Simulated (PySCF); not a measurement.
## Cobalt: a sound run and one with changed settings

Sound run: Co(2+) [Ar] 3d7, Co(3+) [Ar] 3d6. Calculation: PySCF 2.14, in pcseg-2 (6s4p3d2f1g, 56 functions); no relativity, point nucleus. The sound run starts from symmetry-adapted Hartree-Fock orbitals and uses a fine grid where one is needed.

Changed run: radial step 0.3 in ln r (0.13 in the sound run). This setting is unsound on purpose.

```json
{"species": "Co(2+)", "method": "UHF", "sound run (hartree)": "-1380.58409", "changed run (hartree)": "-1380.58409", "converged": "yes"}
{"species": "Co(2+)", "method": "r2SCAN", "sound run (hartree)": "-1381.79968", "changed run (hartree)": "-1381.79314", "converged": "yes"}
{"species": "Co(2+)", "method": "MN15", "sound run (hartree)": "-1382.03005", "changed run (hartree)": "-1382.03566", "converged": "yes"}
{"species": "Co(3+)", "method": "UHF", "sound run (hartree)": "-1379.43280", "changed run (hartree)": "-1379.43280", "converged": "yes"}
{"species": "Co(3+)", "method": "r2SCAN", "sound run (hartree)": "-1380.55151", "changed run (hartree)": "-1380.54572", "converged": "yes"}
{"species": "Co(3+)", "method": "MN15", "sound run (hartree)": "-1380.79466", "changed run (hartree)": "-1380.79973", "converged": "yes"}
```

Ionisation energy of Co(2+):

```tsv
method	sound run (eV)	changed run (eV)
UHF	31.328	31.328
r2SCAN	33.964	33.944
MN15	33.617	33.631
```

A coarse radial grid mis-integrates the density and the exchange-correlation energy, with errors of either sign; Hartree-Fock needs no grid.

For comparison, NIST gives 33.5 ± 0.06 eV between the lowest levels.
